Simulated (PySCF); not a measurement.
Vertical excitations of a molecule CH12N2Si3 from PySCF with TDA-PBE/def2-SVPD, as energy in eV (oscillator strength): 5.32 (0.009), 5.49 (0.009), 5.56 (0.003), 5.69 (0.033), 5.73 (0.002), 5.84 (0.021). Lowest triplet (TDA): 5.22 eV. Geometry: PBE0-D3(BJ)/def2-SVP. One conformer was computed; it need not be the lowest.

Q: Identify the compound among the candidates.
(A) N[SiH2][C@@H]([SiH3])N[SiH3]
(B) N[SiH](N)C[SiH2][SiH3]
(C) N[SiH2]C[SiH2]N[SiH3]
(D) N[SiH2][SiH2]NC[SiH3]

A: B, N[SiH](N)C[SiH2][SiH3]
